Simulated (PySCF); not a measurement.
**I²⁺: ionisation energy**

I²⁺ [Kr] 4d10 5s2 5p3 (4S) → I³⁺ [Kr] 4d10 5s2 5p2 (3P), as a difference of total energies. Computed with PySCF 2.14 in ANO-RCC-VTZP, with scalar relativity by spin-free X2C-1e. Correlated levels: valence: [Kr] 4d10 frozen; valence and next inner shell: [Ar] 3d10 frozen. The calculations carry no spin-orbit coupling.

| method | ionisation energy (eV) | plus first-order spin-orbit estimate | error of that sum (eV) |
| --- | --- | --- | --- |
| UHF | 29.907 | 29.067 | -0.503 |
| LDA | 30.540 | 29.701 | +0.131 |
| PBE | 30.319 | 29.479 | -0.091 |
| PBE0 | 30.441 | 29.601 | +0.031 |
| r2SCAN | 30.602 | 29.762 | +0.192 |
| M06 | 30.064 | 29.225 | -0.345 |
| PBEsol | 30.388 | 29.548 | -0.022 |
| wB97M-V | 30.258 | 29.418 | -0.152 |
| MP2 (valence) | 30.351 | 29.511 | -0.059 |
| SCS-MP2 (valence) | 30.228 | 29.388 | -0.182 |
| MP2 (valence and next inner shell) | 30.598 | 29.758 | +0.188 |
| SCS-MP2 (valence and next inner shell) | 30.411 | 29.571 | +0.001 |

Reference: 29.57 ± 0.025 eV (measured; NIST Atomic Spectra Database, ionization energies).

A first-order spin-orbit estimate (lowest level to lowest level, LS coupling) adds -0.840 eV.

Errors of the correlated levels include the incompleteness of this basis and the frozen core.
